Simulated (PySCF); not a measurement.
CH$_{3}$NO$_{2}$Si, singlet, at a GFN2-xTB geometry. Base run: CCSD(T)/def2-SVP (PySCF).

The PySCF input:
```python
from pyscf import gto, scf, cc

mol = gto.Mole()
mol.atom = '''
    Si   -0.941940    0.729472   -0.040369
    O    -2.141178   -0.176633   -0.627693
    N     0.492131   -0.239868   -0.036500
    C     1.596517   -0.484344    0.322681
    O     2.669927   -0.801852    0.613509
    H    -0.635651    1.874032   -0.893480
    H    -1.371608    1.023422    1.314377
    H    -2.059592   -0.697048   -1.422849
'''
mol.basis = 'def2-svp'
mol.charge = 0
mol.spin = 0
mol.verbose = 4
mol.max_memory = 1800
mol.build()

mf = scf.RHF(mol)
mf.kernel()

mycc = cc.CCSD(mf, frozen=9)
mycc.kernel()
et = mycc.ccsd_t()
print('E(CCSD(T)) = %.10f' % (mycc.e_tot + et))
```

Each row names what was changed in the base input (with any setting that the change needs).

| change | ΔE vs base (mEh) | MP2 correlation (Eh) | CC correlation without the perturbative part (Eh) | basis functions | core-seconds (rough) |
|---|---|---|---|---|---|
| base | 0.000 | -0.73378 | -0.75387 | 89 | 20 |
| method = cisd | 138.4 | - | - | 89 | 5 |
| method = ccsd | 24.297 | -0.73378 | -0.75387 | 89 | 9 |
| method = mp2 | ___ | -0.73378 | - | 89 | 2 |

Problem. Some entries are withheld; supply them.

Solution. 
- method = mp2, ΔE vs base (mEh): 44.388
